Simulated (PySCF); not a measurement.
**Arsenic: a sound run and one with changed settings**

Sound run: As [Ar] 3d10 4s2 4p3, As⁺ [Ar] 3d10 4s2 4p2. Computed with PySCF 2.14 in x2c-TZVPall (6s5p4d1f, 48 functions), with scalar relativity by spin-free X2C-1e. In the sound run the correlated levels freeze [Ar] 3d10. The sound run starts from symmetry-adapted Hartree-Fock orbitals and uses a fine grid where one is needed.

Changed run: a valence shell is frozen. This setting is unsound on purpose.

| species | method | sound run (hartree) | changed run (hartree) | converged |
| --- | --- | --- | --- | --- |
| As | MP2 | -2259.08025 | -2259.02530 | yes |
| As | CCSD(T) | -2259.09684 | -2259.03016 | yes |
| As⁺ | MP2 | -2258.71611 | -2258.66856 | yes |
| As⁺ | CCSD(T) | -2258.73266 | -2258.67046 | yes |

Ionisation energy of As:

```json
{"method": "UHF", "sound run (eV)": "9.436", "changed run (eV)": "9.436"}
{"method": "MP2", "sound run (eV)": "9.909", "changed run (eV)": "9.707"}
{"method": "SCS-MP2", "sound run (eV)": "9.763", "changed run (eV)": "9.526"}
{"method": "CCSD", "sound run (eV)": "9.879", "changed run (eV)": "9.782"}
{"method": "CCSD(T)", "sound run (eV)": "9.910", "changed run (eV)": "9.788"}
```

Freezing a valence shell removes pair correlation that changes on ionisation.

For comparison, NIST gives 9.789 eV between the lowest levels.
